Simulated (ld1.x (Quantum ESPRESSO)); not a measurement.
# F: one change to a TM potential, before and after

* Element: F
* Generator: ld1.x (Quantum ESPRESSO) 7.5
* Type: norm-conserving Troullier–Martins (Kleinman–Bylander form)
* Functional: PBE
* Relativity: scalar-relativistic
* Frozen core: [He]
* Valence charge: 7
* Reference configuration: 2s2 2p3 (charge +2)
* Partial waves: 2s (bound): rc 0.70 bohr; 2p (bound): rc 0.85 bohr; 3d channel at 0.3 Ry: rc 0.90 bohr
* Local potential: all-electron potential smoothed inside 0.65 bohr (lloc = -2)
* Core correction: a·sin(br)/r model core inside 0.55 bohr

Change: wave 2s (bound): rc 0.70 bohr becomes 2s (bound): rc 1.08 bohr.

Cutoffs: the cutoffs (Ry, on a coarse ladder) from which the occupation-weighted sum of valence levels, in a spherical-Bessel basis at the reference potential, stays within 10 and 1 mRy of its value at 400 Ry; they do not see the model core or the augmentation charge, which bear on the density cutoff. Errors are all-electron minus pseudo energies relative to the spin-unpolarised reference configuration.

Question: Predict the effect on cutoff, ghosts and configuration errors.

Answer: The potential gets softer (180 Ry and 300 Ry → 160 Ry and 260 Ry); of the 7 tests that both files solve, the error grows in 7 and shrinks in 0 by more than 15 % and 0.3 meV (median size 20.3 → 51.2 meV); neither file shows a bound ghost. A larger radius leaves more room for a smooth pseudo-wave, so fewer plane waves are needed. More of the atom is replaced by a form fitted at one configuration, so other configurations suffer.

```csv
quantity,base,changed
"cutoff, loose",180 Ry,160 Ry
"cutoff, tight",300 Ry,260 Ry
loose cutoff by channel (10 mRy a level),"s 90 Ry, p 140 Ry","s 50 Ry, p 140 Ry"
bound ghosts,none,none
"error for 2s2 2p5, meV [ΔE -57.78 eV]",+19,+51
"error for 2s2 2p4, meV [ΔE -38.38 eV]",+11,+23
"error for 2s2 2p2, meV [ΔE 60.64 eV]",+26,+50
"error for 2s2 2p1, meV [ΔE 146.44 eV]",+196,+318
"error for 2s2 2p5.3, meV [ΔE -60.44 eV]",+20,+57
"error for 2s1 2p6, meV [ΔE -38.96 eV]",+50,+160
"error for 2s2 2p4.5, meV [ΔE -50.23 eV]",+16,+39
```
